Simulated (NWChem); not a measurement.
CH₃BFIO; SMILES O(B(I)F)C

```xyz
8

B      0.6123    -1.0652     0.0000
F      1.9238    -1.2849     0.0000
I     -0.0535     1.0010     0.0000
O     -0.2146    -2.1211     0.0000
C     -1.6333    -2.1268     0.0000
H     -1.9872    -2.6676    -0.9003
H     -1.9872    -2.6676     0.9003
H     -2.0514    -1.0986     0.0000
```
Atoms are numbered in this order, from 1.

Program: NWChem. Structure relaxed at the PBE-D3(BJ)/def2-SVP level. def2 effective core potentials on I; no spin-orbit coupling.

Problem. What does the run give for B3LYP/def2-SVP (core potentials)? Quantities: highest occupied level (eV); orbital gap (eV); dipole (D).

Solution. 
| Property | Value |
|---|---|
| highest occupied level (eV) | -7.39 |
| orbital gap (eV) | 7.43 |
| dipole (D) | 2.50 |
